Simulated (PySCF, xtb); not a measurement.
Zn(Et)(SH) (C2H6SZn), SMILES C[CH2][Zn][SH]. One conformer was computed; it need not be the lowest.

Harmonic wavenumbers (cm⁻¹) from GFN2-xTB in xtb 6.7.1 at its own minimum, in rising order: 32, 43, 116, 183, 209, 253, 422, 510, 617, 930, 985, 1053, 1187, 1226, 1413, 1468, 1489, 1497, 2488, 2976, 2989, 3001, 3006, 3010.

Problem. What does PBE0-D3(BJ)/def2-SVP (PySCF 2.14.0) give at its own minimum? (Estimate from the structure and the level; the computed values follow.)

Solution. 18, 74, 97, 233, 242, 370, 548, 587, 638, 935, 966, 1052, 1209, 1245, 1395, 1432, 1472, 1480, 2703, 3037, 3054, 3104, 3117, 3137. Paired by order, the mean absolute difference is 55 cm⁻¹ and the zero-point energies are 44.5 and 46.0 kcal/mol.
